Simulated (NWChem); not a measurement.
Molecule: CH₃BeClO; SMILES C[O][Be][Cl]

```xyz
7

Be     0.0055    -0.1853     0.0030
Cl     0.0038    -2.0084     0.0059
O      0.0079     1.1954     0.0011
C     -0.0135     2.5840    -0.0035
H      0.7086     2.9833     0.7202
H      0.2445     2.9709    -0.9977
H     -1.0112     2.9557     0.2634
```
Atoms are numbered in this order, from 1.

Level: B3LYP/6-31G* (spherical d) (NWChem), optimised geometry, unscaled harmonic frequencies. 

Task: List the harmonic frequencies with IR intensities, and the thermochemistry.

Result: 
| frequency (cm⁻¹) | IR intensity (km/mol) |
|---|---|
| 56 | 2.9 |
| 56 | 2.8 |
| 287 | 65.7 |
| 287 | 65.7 |
| 443 | 16.5 |
| 1084 | 0.1 |
| 1212 | 0.1 |
| 1212 | 0.1 |
| 1500 | 390.9 |
| 1531 | 1.9 |
| 1531 | 1.9 |
| 1613 | 540.5 |
| 3026 | 91.8 |
| 3088 | 42.9 |
| 3089 | 42.8 |

- zero-point energy: 28.6 kcal/mol
- thermal correction to the enthalpy at 298.15 K (with zero-point energy): 32.8 kcal/mol
- heat capacity Cv: 15.6 cal/(mol K)
- entropy at 298.15 K and 1 atm (symmetry number 1): 75.9 cal/(mol K)
- dipole moment: 2.88 D

Rigid rotor and harmonic oscillator; modes under 100 cm⁻¹ make the entropy uncertain.
